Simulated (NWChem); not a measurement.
System: hexafluoro-2-butyne (C4F6); SMILES FC(F)(C#CC(F)(F)F)F

Here is an NWChem input.

```
start job
memory heap 200 mb stack 900 mb global 1100 mb
geometry units angstroms noautosym noautoz
  F      2.638765     0.783929    -0.690989
  C      2.059445    -0.113273     0.110103
  F      2.492641     0.116295     1.352148
  F      2.499576    -1.320324    -0.252891
  C      0.597042    -0.032518     0.032362
  C     -0.597046     0.033266    -0.031521
  C     -2.059446     0.113359    -0.110007
  F     -2.638738    -0.789286     0.684968
  F     -2.500123     1.317802     0.260526
  F     -2.492369    -0.108639    -1.353287
end
basis spherical
  * library def2-svp
end
dft
  xc pbe0
  iterations 150
end
driver
  maxiter 120
end
task dft optimize
task dft freq
```

The level has its own optimisation; frequencies are unscaled. Brackets give each atom's bonded neighbours.

### Question
Give the results of this calculation. (PBE0/def2-SVP.) Quantities: r C–F (Å); r C–C [C(CC)–C(CFFF)] (Å); r C–C [C(CC)–C(CC)] (Å); highest harmonic frequency (cm⁻¹); lowest (cm⁻¹); zero-point energy (kcal/mol).

### Answer
| Item | Result |
|---|---|
| r C–F (Å) | 1.328 |
| r C–C [C(CC)–C(CFFF)] (Å) | 1.475 |
| r C–C [C(CC)–C(CC)] (Å) | 1.205 |
| highest harmonic frequency (cm⁻¹) | 2433 |
| lowest (cm⁻¹) | -12 |
| zero-point energy (kcal/mol) | 25.3 |
